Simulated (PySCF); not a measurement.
Species: `FC[C@H]([SiH2]F)C(Cl)Cl`. The columns A, B, C and D hold Mulliken, IAO, Hirshfeld and ESP-fitted charges (e) of one PBE0/pcSseg-1 density (PySCF), in a shuffled order. Coordinates in Å (GFN2-xTB); the density's dipole moment is (0.18, 0.62, 0.43) D.

| atom | x | y | z | A | B | C | D |
| --- | --- | --- | --- | --- | --- | --- | --- |
| F1 | -0.075 | 2.369 | 0.146 | -0.339 | -0.325 | -0.239 | -0.106 |
| C2 | -0.861 | 1.246 | 0.048 | +0.233 | +0.040 | +0.058 | +0.011 |
| C3 | -0.048 | 0.024 | 0.459 | -0.580 | -0.423 | -0.200 | -0.137 |
| Si4 | 1.691 | 0.080 | -0.356 | +0.973 | +1.089 | +0.681 | +0.416 |
| F5 | 2.297 | -1.383 | -0.053 | -0.430 | -0.544 | -0.322 | -0.203 |
| C6 | -0.768 | -1.262 | 0.137 | -0.198 | -0.089 | -0.611 | +0.040 |
| Cl7 | -2.370 | -1.345 | 0.934 | -0.060 | -0.085 | -0.001 | -0.042 |
| Cl8 | -0.998 | -1.450 | -1.615 | -0.059 | -0.067 | +0.021 | -0.014 |
| H9 | -1.179 | 1.176 | -0.996 | +0.119 | +0.147 | +0.115 | +0.031 |
| H10 | -1.729 | 1.408 | 0.694 | +0.133 | +0.153 | +0.116 | +0.038 |
| H11 | 0.080 | 0.052 | 1.547 | +0.179 | +0.168 | +0.196 | +0.050 |
| H12 | 2.538 | 1.018 | 0.353 | -0.097 | -0.129 | -0.103 | -0.068 |
| H13 | 1.629 | 0.201 | -1.799 | -0.092 | -0.128 | -0.086 | -0.070 |
| H14 | -0.208 | -2.134 | 0.477 | +0.217 | +0.194 | +0.375 | +0.054 |

Task: Which column most likely holds the ESP-fitted charges?

Result: C. Σ q r misses the density's dipole by 0.05 D (C), 0.99 D (D), 1.15 D (B), 1.41 D (A). Charges fitted to the outside potential are the only set here that is tied to the molecule's multipoles.

Task: And the Hirshfeld charges?

Result: D. The mean sizes are 0.091 e (D), 0.223 e (C), 0.256 e (B), 0.265 e (A), and Hirshfeld charges are commonly the smallest of these schemes.

As computed, A = Mulliken, B = IAO, C = ESP-fitted, D = Hirshfeld. Hydrogens on carbon: Mulliken +0.12 to +0.22, IAO +0.15 to +0.19, ESP-fitted +0.11 to +0.38, Hirshfeld +0.03 to +0.05 e.

The Mulliken scheme counts on each atom the diagonal of the density matrix times the overlap matrix over that atom's basis functions. The Hirshfeld scheme weights the molecular density at each point by an atom's share of the summed free-atom densities.

Geometry: GFN2-xTB, one conformer, isolated molecule.

The values belong to the conformer `[F:1][CH2:2][C@H:3]([SiH2:4][F:5])[CH:6]([Cl:7])[Cl:8]`: F1–C2–C3–Si4 -45°, C2–C3–Si4–F5 -170°, C2–C3–C6–Cl7 -58°.
